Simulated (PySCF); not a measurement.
# From computed data to an observable: chemical shift, span and skew from a shielding tensor

CBClF4, SMILES FB(Cl)C(F)(F)F. Atoms are numbered in the order given.

```xyz
7

B      0.0984     0.0392     0.7352
C      0.2344    -0.3681    -0.8238
F     -0.6352     0.2609    -1.6202
F      0.0432    -1.6919    -0.9705
F      1.4747    -0.0816    -1.2616
Cl    -1.0578     1.2109     1.2741
F      0.9045    -0.5511     1.5864
```
Charge 0, spin multiplicity 1.

Geometry: ωB97X-D3(BJ)/def2-SVP. This is a generated structure with no PubChem entry under its InChIKey; it may be hypothetical.

GIAO shieldings from B3LYP/pcSseg-1 (PySCF), non-relativistic, no solvent. The symmetric part of the tensor of F7 has the principal values 5.0, 169.7, 411.5 ppm. The same nucleus in CFCl3 has σ = 161.7 ppm at this level (PySCF, at its B3LYP-D3(BJ)/def2-TZVP geometry). Without spin–orbit terms, shifts of atoms bonded to Cl or Br come out too high.

Q: Work out the isotropic shielding, the ¹⁹F shift against CFCl3, the span and the skew.

A: 
σ(iso) = (σ11 + σ22 + σ33)/3 = 195.4 ppm. δ = σ(ref) − σ(iso) = 161.7 − (195.4) = -33.7 ppm.
Span Ω = σ33 − σ11 = 406.5 ppm. Skew κ = 3(σ(iso) − σ22)/Ω = 0.19. Tumbling in solution averages the tensor to δ; in a static solid the shielding alone would spread this spin-1/2 line over Ω.
